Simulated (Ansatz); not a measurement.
`B[CH2][GaH][CH3]` + `C[SiH2]O` → `BO[SiH2]C` + `[CH3][GaH][CH3]`  (ligand exchange at a B–C bond)

Computed with Ansatz on PBE0-D4/def2-TZVP structures; ΔE is electronic, products minus reactants. CCSD(T)/CBS adds triple-zeta CCSD(T) − MP2 to the extrapolated MP2 energy (def2 sets, frozen cores). This one scheme is used for every species. DFT in def2-TZVPP. B3LYP here is the variant with VWN-RPA as its local correlation; programs differ in this. For Ga outer-core shells are correlated without core-valence functions, which leaves a few kJ/mol of doubt a bond. Scalar relativity is left out up to krypton. One conformer a species, not always the lowest.

| level | ΔE (kJ/mol) | difference from CCSD(T)/CBS |
| --- | --- | --- |
| PBE-D4 | -92.2 | 6.8 |
| r2SCAN-D4 | -97.4 | 1.6 |
| PBE0-D4 | -94.7 | 4.3 |
| B3LYP-D4 | -104.3 | -5.3 |
| ωB97X-V | -103.2 | -4.2 |
| ωB97M-V | -101.1 | -2.1 |
| B2PLYP | -105.4 | -6.4 |
| PBE | -93.8 | 5.2 |
| r2SCAN | -97.7 | 1.3 |
| PBE0 | -96.0 | 3.0 |
| B3LYP | -106.8 | -7.8 |
| HF/def2-TZVPP | -119.2 | -20.2 |
| MP2/def2-TZVPP | -98.4 | 0.6 |
| SCS-MP2/def2-TZVPP | -103.3 | -4.3 |
| CCSD/def2-TZVPP | -102.9 | -3.9 |
| CCSD(T)/def2-TZVPP | -100.4 | -1.4 |
| HF/def2-QZVPP | -120.3 | -21.3 |
| MP2/def2-QZVPP | -98.0 | 1.0 |
| SCS-MP2/def2-QZVPP | -103.1 | -4.1 |
| HF/CBS(def2) | -120.5 | -21.5 |
| MP2/CBS(def2) | -97.1 | 1.9 |
| CCSD/CBS(def2) | -101.5 | -2.5 |
| CCSD(T)/CBS | -99.0 | 0 |

Largest T1 diagnostic among the species: 0.012.

In def2-TZVPP, CCSD(T) changes the Hartree–Fock value by +18.8 kJ/mol (the triples alone add +2.5 kJ/mol) and MP2 by +20.8 kJ/mol.
